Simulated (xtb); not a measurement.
Input for xtb: GFN1-xTB on AlH5N2O (SMILES [NH2][Al]([NH2])[OH]), a point of a torsion scan.

```
$ xtb mol.xyz --gfn 1 --sp --chrg 0 --uhf 0
9

N      1.14843874    -1.19173958     0.15695080
Al     0.47533969     0.18454471    -0.75953875
N      1.00430973     1.84334379    -0.38687201
O     -0.62402496    -0.08454388    -1.95222155
H      2.07240764    -1.19532595     0.55983112
H      0.86058979    -2.14571518    -0.01080000
H      1.62466602     2.09079703     0.36719129
H      0.65223968     2.68057407    -0.82640763
H     -1.26912027    -0.17566184    -2.63575217
```

The log:

```
[...]
           -------------------------------------------------
          |                Calculation Setup                |
           -------------------------------------------------



           -------------------------------------------------
          |                 G F N 1 - x T B                 |
           -------------------------------------------------

        Reference                      10.1021/acs.jctc.7b00118
      * Hamiltonian:
        H0-scaling (s, p, d)           1.850000    2.250000    2.000000
        zeta-weighting                 0.000000
      * Dispersion:
        s8                             2.400000
        a1                             0.630000
        a2                             5.000000
        s9                             0.000000
      * Repulsion:
        kExp                           1.500000
        rExp                           1.000000
      * Coulomb:
        alpha                          2.000000
        third order                    atomic
        anisotropic                    false
      * Halogen bond correction:
        rad-scale                      1.300000
        damping                        0.440000


          ...................................................
          :                      SETUP                      :
          :.................................................:
          :  # basis functions                  32          :
          :  # atomic orbitals                  31          :
          :  # shells                           19          :
          :  # electrons                        24          :
          :  # halogen bonds                     0          :
          :  max. iterations                   250          :
          :  Hamiltonian                  GFN1-xTB          :
          :  restarted?                      false          :
          :  GBSA solvation                  false          :
          :  PC potential                    false          :
          :  electronic temp.          300.0000000     K    :
          :  accuracy                    1.0000000          :
          :  -> integral cutoff          0.2500000E+02      :
          :  -> integral neglect         0.1000000E-07      :
          :  -> SCF convergence          0.1000000E-05 Eh   :
          :  -> wf. convergence          0.2000000E-04 e    :
          :  Broyden damping             0.4000000          :
          :  net charge                          0          :
          :  unpaired electrons                  0          :
          ...................................................

 iter      E             dE          RMSdq      gap      omega  full diag
   1    -15.2774396 -0.152774E+02  0.640E+00    3.93       0.0  T
   2    -15.3020301 -0.245904E-01  0.418E+00    4.77       1.0  T
   3    -15.2981558  0.387428E-02  0.116E+00    4.22       1.0  T
   4    -15.3063527 -0.819694E-02  0.955E-02    4.54       1.0  T
   5    -15.3063787 -0.260020E-04  0.182E-02    4.53       1.8  T
   6    -15.3063794 -0.655928E-06  0.250E-03    4.53      13.3  T
   7    -15.3063794 -0.130557E-07  0.413E-04    4.53      80.6  T
   8    -15.3063794 -0.172950E-09  0.202E-04    4.53     165.1  T
   9    -15.3063794 -0.153619E-10  0.205E-05    4.53    1623.1  T
  10    -15.3063794 -0.416378E-11  0.572E-06    4.53    5827.7  T

   *** convergence criteria satisfied after 10 iterations ***

         #    Occupation            Energy/Eh            Energy/eV
      -------------------------------------------------------------
         1        2.0000           -0.7340354             -19.9741
       ...           ...                  ...                  ...
         6        2.0000           -0.5170539             -14.0698
         7        2.0000           -0.4920610             -13.3897
         8        2.0000           -0.4899271             -13.3316
         9        2.0000           -0.4857905             -13.2190
        10        2.0000           -0.4385357             -11.9332
        11        2.0000           -0.3865099             -10.5175
        12        2.0000           -0.3767396             -10.2516 (HOMO)
        13                         -0.2103596              -5.7242 (LUMO)
        14                         -0.0950088              -2.5853
        15                         -0.0932720              -2.5381
        16                         -0.0911993              -2.4817
        17                         -0.0760182              -2.0686
       ...                                ...                  ...
        31                          1.1903854              32.3920
      -------------------------------------------------------------
                  HL-Gap            0.1663801 Eh            4.5274 eV
             Fermi-level           -0.2935496 Eh           -7.9879 eV

 SCC (total)                   0 d,  0 h,  0 min,  0.010 sec
 SCC setup                      ...        0 min,  0.000 sec (  0.840%)
 Dispersion                     ...        0 min,  0.000 sec (  0.320%)
 classical contributions        ...        0 min,  0.000 sec (  0.138%)
 integral evaluation            ...        0 min,  0.002 sec ( 19.040%)
 iterations                     ...        0 min,  0.003 sec ( 31.973%)
 molecular gradient             ...        0 min,  0.005 sec ( 45.306%)
 printout                       ...        0 min,  0.000 sec (  2.215%)

         :::::::::::::::::::::::::::::::::::::::::::::::::::::
         ::                     SUMMARY                     ::
         :::::::::::::::::::::::::::::::::::::::::::::::::::::
         :: total energy             -15.175332056404 Eh    ::
         :: gradient norm              0.022110285332 Eh/a0 ::
         :: HOMO-LUMO gap              4.527431787019 eV    ::
         ::.................................................::
         :: SCC energy               -15.306379384364 Eh    ::
         :: -> electrostatic           0.095655339286 Eh    ::
         :: repulsion energy           0.133132757558 Eh    ::
         :: dispersion energy         -0.002085429597 Eh    ::
         :: halogen bond corr.         0.000000000000 Eh    ::
         :: add. restraining           0.000000000000 Eh    ::
         :: total charge               0.000000000000 e     ::
         :::::::::::::::::::::::::::::::::::::::::::::::::::::

           -------------------------------------------------
          |                Property Printout                |
           -------------------------------------------------

    * Orbital Energies and Occupations

         #    Occupation            Energy/Eh            Energy/eV
      -------------------------------------------------------------
         1        2.0000           -0.7340354             -19.9741
         2        2.0000           -0.7161669             -19.4879
         3        2.0000           -0.7067038             -19.2304
         4        2.0000           -0.5800638             -15.7843
         5        2.0000           -0.5200819             -14.1521
         6        2.0000           -0.5170539             -14.0698
         7        2.0000           -0.4920610             -13.3897
         8        2.0000           -0.4899271             -13.3316
         9        2.0000           -0.4857905             -13.2190
        10        2.0000           -0.4385357             -11.9332
        11        2.0000           -0.3865099             -10.5175
        12        2.0000           -0.3767396             -10.2516 (HOMO)
        13                         -0.2103596              -5.7242 (LUMO)
        14                         -0.0950088              -2.5853
        15                         -0.0932720              -2.5381
        16                         -0.0911993              -2.4817
Note: The following floating-point exceptions are signalling: IEEE_DENORMAL
normal termination of xtb
        17                         -0.0760182              -2.0686
        18                         -0.0470196              -1.2795
        19                          0.0049935               0.1359
        20                          0.0184118               0.5010
        21                          0.0328740               0.8945
        22                          0.1453688               3.9557
        23                          0.1560808               4.2472
       ...                                ...                  ...
        31                          1.1903854              32.3920
      -------------------------------------------------------------
                  HL-Gap            0.1663801 Eh            4.5274 eV
             Fermi-level           -0.2935496 Eh           -7.9879 eV

  Mulliken/CM5 charges         n(s)   n(p)   n(d)
     1N    -0.56333 -0.98466   1.441  4.122  0.000
     2Al    0.58330  0.66413   0.873  1.060  0.484
     3N    -0.56787 -0.99077   1.435  4.133  0.000
     4O    -0.61820 -0.80578   1.616  5.003  0.000
     5H     0.20228  0.39529   0.798  0.000  0.000
     6H     0.20503  0.39722   0.795  0.000  0.000
     7H     0.20269  0.39593   0.797  0.000  0.000
     8H     0.20567  0.39796   0.794  0.000  0.000
     9H     0.35043  0.53069   0.650  0.000  0.000

Wiberg/Mayer (AO) data.
largest (>0.10) Wiberg bond orders for each atom

 ---------------------------------------------------------------------------
     #   Z sym  total        # sym  WBO       # sym  WBO       # sym  WBO
 ---------------------------------------------------------------------------
     1   7 N    3.064 --     2 Al   1.132     6 H    0.909     5 H    0.907
     2  13 Al   3.612 --     4 O    1.184     3 N    1.135     1 N    1.132
     3   7 N    3.063 --     2 Al   1.135     7 H    0.907     8 H    0.906
     4   8 O    2.094 --     2 Al   1.184     9 H    0.845
     5   1 H    0.959 --     1 N    0.907
     6   1 H    0.959 --     1 N    0.909
     7   1 H    0.959 --     3 N    0.907
     8   1 H    0.958 --     3 N    0.906
     9   1 H    0.876 --     4 O    0.845
 ---------------------------------------------------------------------------

Topologies differ in total number of bonds
Writing topology from bond orders to xtbtopo.mol

 dipole moment from electron density (au)
     X       Y       Z
   0.1626   0.0302  -0.0871  total (Debye):    0.475


           -------------------------------------------------
          | TOTAL ENERGY              -15.175332056404 Eh   |
          | GRADIENT NORM               0.022110285332 Eh/α |
          | HOMO-LUMO GAP               4.527431787019 eV   |
           -------------------------------------------------

------------------------------------------------------------------------
------------------------------------------------------------------------
 total:
 SCF:
```

The run finished.

Cost: very roughly 0.04 core-seconds.
